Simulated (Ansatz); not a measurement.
Reaction (isomerisation): `C=C=C(O)[SiH3]` → `COC#C[SiH3]`

Program: Ansatz. Geometries: PBE0-D4/def2-TZVP. ΔE: electronic, gas phase. CBS: MP2 limit from def2 TZ/QZ plus the TZ coupled-cluster correction, frozen cores. DFT in def2-TZVPP. One conformer a species, not always the lowest.

`C=C=C(O)[SiH3]`:

```xyz
11

C    -0.253   -1.025    1.946
C    -0.299   -0.603    0.714
C    -0.313   -0.150   -0.511
O    -1.106   -0.642   -1.519
Si    0.801    1.273   -1.009
H    -0.899   -0.608    2.714
H     0.433   -1.811    2.253
H    -1.638   -1.366   -1.172
H     1.717    0.842   -2.097
H    -0.021    2.409   -1.502
H     1.578    1.682    0.184
```

`COC#C[SiH3]`:

```xyz
11

C     1.255   -1.945    0.984
O     0.884   -0.656    1.495
C     0.230    0.087    0.676
C    -0.388    0.808   -0.075
Si   -1.312    1.893   -1.185
H     0.360   -2.509    0.715
H     1.791   -2.443    1.789
H     1.901   -1.827    0.112
H    -1.533    1.203   -2.482
H    -2.631    2.240   -0.596
H    -0.558    3.149   -1.434
```

| level | ΔE (kcal/mol) |
| --- | --- |
| r2SCAN-D4 | 10.0 |
| B2PLYP | 6.8 |
| PBE | 11.1 |
| CCSD/def2-TZVPP | 6.9 |

Problem. What does CCSD(T)/CBS give? (Estimate.)

Solution. The calculation gave: +8.2 kcal/mol. The listed levels differ from it by 1.8, -1.4, 2.9, -1.3 kcal/mol.

Largest T1 diagnostic among the species: 0.013.

From PBE to PBE0 (25 % exact exchange), in def2-TZVPP and without D4, ΔE moves by −1.5 kcal/mol. In def2-TZVPP, CCSD(T) changes the Hartree–Fock value by +4.9 kcal/mol (the triples alone add +0.7 kcal/mol) and MP2 by +2.5 kcal/mol. The D4 term adds +1.1 kcal/mol with B3LYP and +0.6 kcal/mol with PBE0; it sums over pairs of atoms, weighted by their polarisabilities, and B3LYP, whose exchange is more repulsive, gets the larger term.

B3LYP here is the variant with VWN-RPA as its local correlation; programs differ in this.
